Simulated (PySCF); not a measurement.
## Electronic structure of Ru²⁺ (ruthenium, charge +2) at the UHF level

Configuration: [Kr] 4d5 5p1, high-spin 7P determinant (an excited configuration). Calculation: PySCF 2.14, in aug-cc-pVDZ-PP with ECP28MDF (5s5p4d2f, 54 functions); scalar relativity through the core potential.

```
Total energy                                                  : -92.726519 hartree
One-electron energy                                           : -150.6363 hartree
Hartree (Coulomb) energy                                      : 66.7917 hartree
Exchange energy                                               : -8.8820 hartree
⟨S²⟩                                                          : 12.0002
⟨L²⟩                                                          : 2.005
Sum of ⟨r⟩                                                    : 19.40 bohr
Sum of ⟨r²⟩                                                   : 35.01 bohr²
Traceless quadrupole moment −½Σ⟨3z² − r²⟩ along its main axis : -4.77 e·bohr²
```

```
shell  electrons  mean orbital energy (eV)  spread (eV)  rms radius, mean of both spins (bohr)
 4s α          1                   -124.38            0                                   1.09
 4s β          1                   -114.81            0                                   1.09
 4p α          3                   -89.727        0.060                                   1.20
 4p β          3                   -77.762        0.515                                   1.20
 4d α          5                   -37.513        0.304                                   1.57
 5p α          1                   -18.189            0                                   3.43
```

Energies and moments cover only the electrons outside the core potential.
